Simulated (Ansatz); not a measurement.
The first iterations of a band of ClH4NOZn (8 atoms, charge 0, multiplicity 1).

Theory: Ansatz, RKS LDA/def2-SVP.

```
movable images  : 7
climbing image  : yes
spring          : 5.0 eV/Å²
optimiser       : quadratic models (default)
start path      : straight line
force threshold : 0.03 eV/Å
iteration limit : 60
end points      : relaxed
```

Image 0:

```xyz
8
Properties=species:S:1:pos:R:3
Zn -0.069 -0.192 0.241
Cl 0.594 -0.027 2.280
O 0.455 -0.192 -1.452
H -0.297 -0.312 -2.060
N -2.055 -0.420 0.848
H -2.521 -1.320 0.660
H -2.717 0.337 0.621
H -1.819 -0.366 1.859
```

Image 8:

```xyz
8
Properties=species:S:1:pos:R:3
Zn -0.245 -0.222 0.113
Cl 0.838 -0.035 1.955
O -0.332 -0.287 -1.658
H 0.547 -0.194 -2.066
N -2.094 -0.417 1.005
H -2.571 -1.318 0.852
H -2.770 0.334 0.801
H -1.801 -0.352 1.996
```

| iteration | highest image above the first end (eV) | largest band force component (eV/Å) |
| --- | --- | --- |
| 1 | 24.381 | 189.681 |
| 2 | 10.117 | 87.374 |
| 3 | 4.553 | 43.372 |
| 4 | 1.790 | 19.646 |
| 5 | 0.754 | 8.133 |
| 6 | 0.454 | 2.951 |
| 7 | 0.366 | 1.571 |

Does the band converge within its limit, and where does its top end?

The forces met the threshold. It ended after 23 iterations with the highest image 0.055 eV above the first end. Another band between the same ends (7 images) ends at a top of the same energy, where a vibrational analysis finds 1 clearly imaginary mode.

The run took 3.1 min on 2 threads of Arm Neoverse V1 (shared host), peak memory 0.14 GiB.
